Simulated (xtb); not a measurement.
xtb input:

```bash
xtb mol.xyz --gfn 2 --ohess tight --chrg 1 --uhf 0
```
mol.xyz:
```
3

Bi     0.81646137     0.38005328     0.27921493
F     -0.52843173     0.82625737    -0.99841004
F     -0.25100926    -1.23647951     0.75949880
```

Question: Which total energy does the run end on?

Answer: -11.35170 Eh (GFN2-xTB).

It need not be the lowest isomer of its formula.
